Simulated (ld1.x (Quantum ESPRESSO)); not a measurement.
## u(r) = r·R(r): atom against pseudo-atom (hydrogen (H))

Columns: radius, all-electron u(r) and pseudo u(r) of the 1s shell (level -6.36 eV) of hydrogen in the configuration 1s1; LDA (PZ), non-relativistic, TM scheme, ld1.x (Quantum ESPRESSO) 7.5.

```csv
r (bohr),all-electron,pseudo
0.032,0.0574,0.0511
0.065,0.1128,0.1033
0.098,0.1645,0.1544
0.130,0.2113,0.2023
0.162,0.2551,0.2481
0.195,0.2970,0.2927
0.228,0.3360,0.3344
0.260,0.3711,0.3717
0.292,0.4037,0.4059
0.325,0.4348,0.4379
0.358,0.4635,0.4668
0.390,0.4891,0.4921
0.422,0.5127,0.5151
0.455,0.5351,0.5367
0.488,0.5555,0.5564
0.520,0.5735,0.5740
0.552,0.5900,0.5901
0.585,0.6053,0.6054
0.618,0.6192,0.6192
0.650,0.6312,0.6312
0.682,0.6419,0.6419
0.715,0.6518,0.6518
0.748,0.6604,0.6604
0.780,0.6676,0.6676
0.812,0.6739,0.6739
0.845,0.6794,0.6794
```

(1) How many radial nodes do the two functions have?

(2) At about which radius was the pseudo-wave matched?

(3) Is the pseudo-wave norm-conserving?

Answers

(1) The all-electron 1s function has n − l − 1 = 0; the pseudo-wave has 0.

(2) 0.65 bohr. The columns agree to 0.0005 from 0.52 bohr on; several derivatives are matched, so the curves merge somewhat inside the radius.

(3) Yes: the TM scheme keeps the norm inside the radius equal to the all-electron one, which fixes the energy derivative of the logarithmic derivative at the level.
